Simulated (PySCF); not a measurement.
Si(F)2(GeH3)(OH) (F₂GeH₄OSi), SMILES O[Si](F)(F)[GeH3]. Geometry optimised at PBE-D3(BJ)/def2-SVP. The structure was generated by enumeration, and PubChem lists no compound with its InChIKey, so it may never have been made. The values are those of a single conformer.

Computed equilibrium geometry at PBE-D3(BJ)/def2-SVP (PySCF confirms it by a frequency run) as bond lengths and angles, and its point group (one conformer of several):
point group Cs.
Atoms: O1 Si2 F3 F4 Ge5 H6 H7 H8 H9. Bond lengths (Å): O1–Si2 1.656, O1–H6 0.975, Si2–F3 1.635, Si2–F4 1.635, Si2–Ge5 2.366, Ge5–H7 1.548, Ge5–H8 1.548, Ge5–H9 1.548. Angles (°): Si2–O1–H6 117.3, O1–Si2–F3 110.3, O1–Si2–F4 110.3, O1–Si2–Ge5 109.1, F3–Si2–F4 104.4, F3–Si2–Ge5 111.3, F4–Si2–Ge5 111.3, Si2–Ge5–H7 109.8, Si2–Ge5–H8 109.4, Si2–Ge5–H9 109.8, H7–Ge5–H8 109.2, H7–Ge5–H9 109.4, H8–Ge5–H9 109.2.
